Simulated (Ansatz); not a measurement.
Basis-set extrapolation for CH₆N₂Si (`N=C(N)[SiH3]`) (PBE0-D4/def2-TZVP geometry, frozen core, the Gaussian-basis code of Ansatz). Multiplicity 1, RHF reference.

|  | def2-TZVPP | def2-QZVPP |
| --- | --- | --- |
| HF | -439.246421 | -439.262653 |
| MP2 correlation | -0.702762 | -0.751983 |
| CCSD(T) correlation | -0.770030 | not run |

Energies in hartree. Use E(X) = E(∞) + A·exp(−7.88·√X) for Hartree–Fock and E(X) = E(∞) + B·X^(−2.97) for correlation, with X = 3 and 4, and add CCSD(T) minus MP2 of the smaller set to the MP2 limit.

**Question.** What is the CCSD(T) energy at the basis-set limit?

**Answer.** HF limit: -439.262653 + (-0.016232) × 0.13774 = -439.26489. MP2 limit: -0.751983 + (-0.049221) × 0.74074 = -0.78844. Higher-order term: -0.770030 − (-0.702762) = -0.06727. Total: -440.12060 hartree, 65.4 kcal/mol below CCSD(T)/def2-TZVPP.
